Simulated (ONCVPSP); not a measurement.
Transferability test, ONCV potential for arsenic (As)

As (Z = 33), optimised norm-conserving Vanderbilt (ONCV), made with ONCVPSP 4.0.1 (BLYP, scalar-relativistic). Core [Ar] 3d10, reference 4s1 4p4. Waves: 4s: rc 1.70 bohr, ncon 3, nbas 6, qcut 4.9 1/bohr, 2 projectors, debl 2.2 Ha; 4p: rc 1.45 bohr, ncon 3, nbas 6, qcut 4.5 1/bohr, 2 projectors, debl 2.8 Ha; d scattering state at 0.47 Ha: rc 1.35 bohr, ncon 4, nbas 8, qcut 6.4 1/bohr, 1 projector. Local part: polynomial inside 1.30 bohr (lpopt 5, dvloc0 -1 Ha). Core correction: Teter function fitted to the true core (icmod 2), fcfact 0.65.

Energies are relative to the spin-unpolarised reference configuration 4s1 4p4; without spin polarisation the order of configurations can differ from experiment.

```
valence configuration  charge  ΔE all-electron (eV)  error AE − PS (meV)
              4s2 4p3       0                -9.478                 -5.5
              4s2 4p1      +2                17.409                 +3.0
              4s1 4p3      +1                 9.703                 -1.9
```

**Question.** What are ΔE and the potential's error for 4s2 4p2?

**Answer.** ΔE = -0.447 eV all-electron; the error (AE − PS) is -1.3 meV.

Note: no bound ghost flagged; GHOST(+) flagged for s at 81.0 eV, p at 173.8 eV.
